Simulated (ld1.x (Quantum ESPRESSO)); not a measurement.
Cutoff test, oxygen (O), TM semilocal

ld1.x (Quantum ESPRESSO) 7.5 input, shortened:

```
&input
   title='O', zed=8., rel=1, dft='PBE', iswitch=3,
   config='[He] 2s2 2p2'
 /
 &inputp
   pseudotype=1, tm=.true., lloc=0,
   nlcc=.false.
 /
2
2P  2  1   2.00   0.00  1.35  1.35  0.0
2S  1  0   2.00   0.00  0.60  0.60  0.0
 &test
   configts(1)='2s2 2p2'
 /
```

The pseudo-atom Hamiltonian at the reference potential is diagonalised in spherical Bessel functions j_l(qr) that vanish at 20 bohr, with q² up to the cutoff. All-electron valence levels (Ry): 2p -3.1782, 2s -4.2884.

Question: How do the lowest levels (Ry) of each channel move with the cutoff, and are there ghosts?

Answer:

```tsv
cutoff (Ry)	p #1	s #1	s #2	Σ f·Δε (mRy)
8	-1.8418	-4.0282	-1.0141	3191.9
25	-2.7358	-4.1062	-1.0324	1247.9
50	-3.1380	-4.2384	-1.0530	179.0
100	-3.1778	-4.2548	-1.0558	66.7
180	-3.1782	-4.2818	-1.0601	11.8
400	-3.1782	-4.2877	-1.0611	0.0
```

Result: no extra level below or beside the all-electron valence levels (p, s tested); the semilocal form is local in each channel, so this says nothing of the separable form that plane-wave codes build from it; 10 mRy is reached at 200 Ry and 1 mRy at over 300 Ry.

Its largest configuration-test error is +327 meV.
